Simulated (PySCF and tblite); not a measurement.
Values are calculated unless marked as measured or tabulated.
System: C5H10GeSi, numbered as in [SiH3:1][C:2]1([GeH3:3])[CH:4]=[CH:5][CH:6]=[CH:7]1.

For the shift of Ge3 from C2 to C7: electronic barrier 12.66 kcal/mol, zero-point change -0.88 kcal/mol, thermal and entropy terms at 298.15 K a further 0.52 kcal/mol (symmetry numbers apart). The minimum is Cs, the saddle C1. Geometries: PBE0-D3(BJ)/def2-SVP; energies: PBE/pcSseg-1 + D3(BJ), IEF-PCM chloroform; zero-point and thermal terms from GFN2-xTB harmonic modes (soft modes blended into free rotors). Rates follow Eyring's equation with the number of equivalent paths and no tunnelling. Programs: tblite and PySCF.

Question: How many equivalent paths lead out of the minimum?

Answer: 2: the symmetry number of the minimum is 1, that of the saddle displaced along its mode 1, and the displaced saddle is chiral while the minimum is not, which doubles the count.

Question: Work out the rate at 298.15 K.

Answer: ΔG‡ = 12.30 kcal/mol; k_B T/h = 6.2×10¹² s⁻¹; exp(−ΔG‡/RT) = 9.6×10⁻¹⁰; times 2 gives k = 1.2×10⁴ s⁻¹. Wigner's tunnelling factor for the 265i cm⁻¹ mode would be 1.07.

Spin–orbit effects of heavy atoms on shieldings are missing.
